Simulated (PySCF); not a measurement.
Telling isomers of C6H5F3O apart by NMR

[PySCF 2.14: GFN2-xTB structure; GIAO PBE0/pcSseg-1 shieldings; no relativistic terms; fast rotation and ring inversion assumed for equivalent nuclei; one conformer; in vacuum]

References, each an isolated molecule treated in the same way: 1H (σref 31.72) and 13C (σref 186.93) vs TMS. Splittings of carbon signals by F and P are missing where no couplings were computed. Where no couplings were computed, multiplicities follow the n + 1 count of equivalent neighbours, and m marks all less simple cases (inequivalent or close neighbours, rings, F or P nearby). Shifts are as computed. Against solution values, carbons near 30 ppm lie about +3 ppm off and those near 130 ppm about +5 ppm (rms about the fit 2.1 ppm; single classes can miss by 10 ppm). Of 1328 compounds with measured shifts, 309 miss one by over three times the rms of a fit or turn the order of signals round; such compounds aren't used in these exercises. Signals without a measured value on file couldn't be tested in this way; 1H shifts scatter by 0.2 ppm about their fit, and single ones miss by 0.5 ppm.

(1) Tabulate the signals of `C=C1C=C1OCC(F)(F)F`, `C=C=C(C)C(=O)C(F)(F)F`, `CC=C=CC(=O)C(F)(F)F` and their relative energies.

(2) What is the quickest way to tell C=C1C=C1OCC(F)(F)F from C=C=C(C)C(=O)C(F)(F)F?

(3) What is the quickest way to tell C=C1C=C1OCC(F)(F)F from CC=C=CC(=O)C(F)(F)F?

(4) What is the quickest way to tell C=C=C(C)C(=O)C(F)(F)F from CC=C=CC(=O)C(F)(F)F?

## Answers

(1) 
| SMILES | carbon types | δC | δH | E rel. (kcal/mol) |
| --- | --- | --- | --- | --- |
| C=C1C=C1OCC(F)(F)F | 3×C 1×CH 2×CH2 | 162.7, 133.1, 125.8, 103.1, 72.6, 61.1 | 6.15 (s, 1H), 4.51 (m, 2H), 3.88 (m, 1H), 3.72 (m, 1H) | 40.2 |
| C=C=C(C)C(=O)C(F)(F)F | 4×C 1×CH2 1×CH3 | 234.7, 188.9, 126.0, 102.2, 85.0, 16.4 | 5.69 (s, 2H), 1.98 (s, 3H) | 0.0 |
| CC=C=CC(=O)C(F)(F)F | 3×C 2×CH 1×CH3 | 232.9, 187.1, 126.0, 99.6, 94.6, 16.3 | 6.11 (m, 1H), 5.98 (m, 1H), 2.05 (m, 3H) | 0.1 |

Energies are electronic energies at PBE0/pcSseg-1 on these geometries, without zero-point or thermal terms, each for the one conformer computed, which needn't be the lowest.

(2) Both give the same number of carbon signals, but DEPT or the intensities differ. The first has a β carbon of an enol-ether or enamine type C=C (CH) at 103.1 ppm, the second a central carbon of an allene (C) at 234.7 ppm. Their most deshielded carbons lie at 162.7 and 234.7 ppm. In the proton spectra the most deshielded non-exchanging signals are 6.15 (s, 1H) and 5.69 (s, 2H).

(3) Both give the same number of carbon signals, but DEPT or the intensities differ. The first has an sp3 CH2 bonded to O at 72.6 ppm, the second a central carbon of an allene (C) at 232.9 ppm. Their most deshielded carbons lie at 162.7 and 232.9 ppm.

(4) Both give the same number of carbon signals, but DEPT or the intensities differ. The first has a terminal carbon of a cumulated C=C=C unit (CH2) at 85.0 ppm, the second a terminal carbon of a cumulated C=C=C unit (CH) at 99.6 ppm. Their most deshielded carbons lie at 234.7 and 232.9 ppm. In the proton spectra the most deshielded non-exchanging signals are 5.69 (s, 2H) and 6.11 (m, 1H).
